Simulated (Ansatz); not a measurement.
The same group exchange along the group O, S, Se.

Program: Ansatz. Geometries: PBE0-D4/def2-TZVP. ΔE: electronic, gas phase. CCSD(T)/CBS is the MP2 limit (def2-TZVPP, def2-QZVPP) plus CCSD(T) − MP2 in def2-TZVPP, frozen cores. DFT in def2-TZVPP. For Ge, Se outer-core shells are correlated without core-valence functions, which leaves a few kJ/mol of doubt a bond. Scalar relativity is left out up to krypton. Each species was taken in one conformer, which may not be the lowest.

```json
{"reaction": "`[OH][Ge]([Cl])([Cl])[Cl]` + `[Cl][GeH2][Cl]` → `[OH][GeH]([Cl])[Cl]` + `[Cl][GeH]([Cl])[Cl]`", "PBE-D4 (kJ/mol)": "-8", "B2PLYP (kJ/mol)": "-8"}
{"reaction": "`[SH][Ge]([Cl])([Cl])[Cl]` + `[Cl][GeH2][Cl]` → `[SH][GeH]([Cl])[Cl]` + `[Cl][GeH]([Cl])[Cl]`", "PBE-D4 (kJ/mol)": "-1", "B2PLYP (kJ/mol)": "-2"}
{"reaction": "`[Cl][Ge]([Cl])([Cl])[SeH]` + `[Cl][GeH2][Cl]` → `[Cl][GeH]([Cl])[SeH]` + `[Cl][GeH]([Cl])[Cl]`", "PBE-D4 (kJ/mol)": "-1", "B2PLYP (kJ/mol)": "-2"}
```

**Question.** Give the CCSD(T)/CBS values in the same order. (Best estimate.)

**Answer.** The calculation gave: -7, -2, -2 kJ/mol.

Largest T1 diagnostic: 0.010, for `[OH][GeH]([Cl])[Cl]`.
